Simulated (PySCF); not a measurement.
Calculation: B3LYP-D3(BJ)/def2-TZVP // B3LYP-D3(BJ)/def2-SVP (PySCF). All species are isolated molecules in the gas phase. One relaxed conformer stands for a flexible species; it need not be the lowest. B3LYP has the VWN-RPA correlation part, as in Gaussian. Delta-SCF ions had no search for a lower state. Excitations are Tamm–Dancoff values on a coarser integration grid. The basis has no diffuse functions, so Rydberg states are missing or too high.

Reference species (SMILES): `C[O][SnH3]` (neutral, multiplicity 1).

* **S1 excitation (TDA)**: 5.27 eV
* **S1 oscillator strength**: 0.004
* **vertical ionisation energy (Delta-SCF)**: 9.59 eV
* **brightest of the four lowest singlets (TDA)**: 6.20 eV

Changed species: `[O](C)[Sn]([O]C)([O]C)[O]C` (0 of 4 OCH3 replaced by H; the reference has 3 of 4 OCH3 replaced by H).

Q: Predict the effect on the S1 excitation (TDA), S1 oscillator strength, vertical ionisation energy (Delta-SCF) and brightest of the four lowest singlets (TDA).

A: the S1 excitation (TDA) falls by 0.82 eV, to 4.45 eV; the S1 oscillator strength stays essentially unchanged; the vertical ionisation energy (Delta-SCF) falls by 0.13 eV, to 9.46 eV; the brightest of the four lowest singlets (TDA) decreases by 1.46 eV, to 4.74 eV.
